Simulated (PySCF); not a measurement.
## [La(H2CO)]3+ at several levels of theory

Computed with PySCF 2.14.0 (density fitting, no spin-orbit coupling) at the geometry relaxed with BP86:

```xyz
5
[La(H2CO)]3+ (singlet)
La    0.0000    0.0000   -0.3226
O     0.0000    0.0000    1.9103
C     0.0000    0.0000    3.1861
H     0.9788    0.0000    3.7356
H    -0.9788    0.0000    3.7356
```

```csv
level,basis,state,HOMO (eV),gap (eV),charge on La1 (e),population of f-type functions on La1 (polarisation alone where 4f lies in the core),dipole about the centre of mass (D),largest force component (eV/Å)
BP86,"La lcecp-1-SVP with ECP46, O def2-SVP, C def2-SVP, H def2-SVP",singlet,-23.16,3.25,2.46,0.03,3.90,0.00
PBE0,the same,singlet,-24.38,5.53,2.53,0.03,3.47,0.58
TPSSh,the same,singlet,-23.65,4.43,2.51,0.03,3.61,0.31
M06-L,the same,singlet,-23.03,3.75,2.55,0.03,3.37,1.11
PBE,the same,singlet,-23.07,3.17,2.45,0.03,3.92,0.15
BP86,"La lcecp-1-TZVP with ECP46, O def2-TZVP, C def2-TZVP, H def2-TZVP",singlet,-23.15,3.27,2.54,0.04,3.93,0.30
```

In the lcecp rows the 4f levels are missing from HOMO and gap, and the state counts the valence alone.

Charges are Mulliken's, which hang on the basis. The relaxation used the grid (50, 194), these runs (75, 302) or, all-electron (x2c bases, spin-free X2C Hamiltonian), (99, 590).

What does BP86 with La x2c-SVPall, O x2c-SVPall, C x2c-SVPall, H x2c-SVPall give here?

state singlet, HOMO (eV) -23.30, gap (eV) 3.22, charge on La1 (e) 2.44, population of f-type functions on La1 (polarisation alone where 4f lies in the core) 0.09, dipole about the centre of mass (D) 4.13, largest force component (eV/Å) 0.98. Time: 14 s on 2 threads of Arm Neoverse V2, on a shared host, from free ions and atoms.

In the first row's basis the gap widens with exact exchange: 3.2 to 3.7 eV for PBE, BP86, M06-L (none); 4.4 to 5.5 eV for TPSSh, PBE0 (a fixed share).
